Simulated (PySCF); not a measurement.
Working out the excitation energy of Al²⁺

Al²⁺ [Ne] 3s1 (2S) → Al²⁺ [Ne] 3p1 (2P). Calculation: PySCF 2.14, in ANO-RCC-VTZP; the spin-free X2C one-electron Hamiltonian (Gaussian nucleus). Frozen: 1s2. Energies in hartree (1 hartree = 27.21139 eV):

```tsv
part	Al²⁺ (lower)	Al²⁺ (upper)
UHF	-241.464558	-241.223361
CCSD correlation	-0.209117	-0.206153
(T)	-0.000423	-0.000372
```

What does Hartree-Fock give?

(-241.223361) − (-241.464558) = 0.241197 hartree = 6.563 eV.

What do CCSD and CCSD(T) give?

The CCSD correlation energies differ by 0.002964 hartree = 0.081 eV and the triples by 0.000051 hartree = 0.001 eV, so CCSD gives 6.644 eV and CCSD(T) 6.645 eV.
